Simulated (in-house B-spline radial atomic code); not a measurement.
A run on the molybdenum ion Mo⁴⁺ (an excited or competing configuration) that did not converge. Method: scalar-relativistic (X2C) wB97X, spin-polarised, spherical fractional occupations, exact exchange averaged over the configuration, Fermi nucleus of rms radius 4.4091 fm; computed with a B-spline radial code for spherical atoms.

Command:
```bash
python run_scf.py task.json out
```
Settings (nuclear radius in fm, mass in u):
```
Z                42
configuration    [Ar] 3d10 4s2 4p5 4d2 5s1
hamiltonian      x2c
method           wb97x
spin_polarised   True
nucleus          fermi
rms_radius       4.4091
atomic_mass      97.9054
speed_of_light   137.035999084
exact_exchange   averaged over the configuration
```

First and last ten iterations of the last attempt (damped for 15 steps, keeping 80 % of the old Fock matrix, then DIIS):
```
 iter        energy (Eh)    residual
    1       -4037.512387    5.16e-01
    2       -4042.112024    2.54e-01
    3       -4042.764408    1.68e-01
    4       -4043.084194    1.21e-01
    5       -4043.240164    8.75e-02
    6       -4043.316129    6.35e-02
    7       -4043.353202    4.64e-02
    8       -4043.371387    3.41e-02
    9       -4043.380379    2.52e-02
   10       -4043.384872    1.87e-02
  111       -4043.389644    9.59e-07
  112       -4043.389644    1.49e-06
  113       -4043.389644    1.53e-06
  114       -4043.389644    1.76e-06
  115       -4043.389644    2.36e-06
  116       -4043.389644    2.51e-06
  117       -4043.389644    3.29e-06
  118       -4043.389644    2.54e-06
  119       -4043.389644    2.82e-06
  120       -4043.389644    3.55e-06
 not converged after 120 iterations
```

The smallest residual met was 7.5e-07; the threshold is about 4e-07. Over the last five steps the energy moves by less than 2e-08 hartree, but the orbitals didn't meet the threshold. Run time, properties included: 11 s on 1 thread of Intel(R) Xeon(R) 6975P-C (shared host).
